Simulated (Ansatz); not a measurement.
A structure relaxed at PBE0-D4/def2-TZVP, charge 0, multiplicity 1:

```json
{"atom": "B1", "x (Å)": "1.055", "y (Å)": "0.472", "z (Å)": "1.244"}
{"atom": "Si2", "x (Å)": "-0.312", "y (Å)": "-0.409", "z (Å)": "0.072"}
{"atom": "B3", "x (Å)": "-0.017", "y (Å)": "0.179", "z (Å)": "-1.813"}
{"atom": "O4", "x (Å)": "-1.899", "y (Å)": "-0.217", "z (Å)": "0.517"}
{"atom": "H5", "x (Å)": "2.212", "y (Å)": "0.355", "z (Å)": "0.965"}
{"atom": "H6", "x (Å)": "0.783", "y (Å)": "1.104", "z (Å)": "2.224"}
{"atom": "H7", "x (Å)": "0.084", "y (Å)": "-1.862", "z (Å)": "0.123"}
{"atom": "H8", "x (Å)": "1.052", "y (Å)": "-0.024", "z (Å)": "-2.311"}
{"atom": "H9", "x (Å)": "-0.846", "y (Å)": "0.744", "z (Å)": "-2.462"}
{"atom": "H10", "x (Å)": "-2.112", "y (Å)": "-0.341", "z (Å)": "1.442"}
```

**Question.** Give its formula and SMILES.

**Answer.** B2H6OSi, `B[SiH](B)O`.

**Question.** Summarise the bond lengths by kind.

**Answer.** 2 × B–Si 1.997 to 2.004 Å; 4 × B–H 1.195 to 1.197 Å; 1 × O–Si 1.659 Å; 1 × H–Si 1.506 Å; 1 × H–O 0.958 Å.

Results of the Gaussian-basis code of Ansatz.
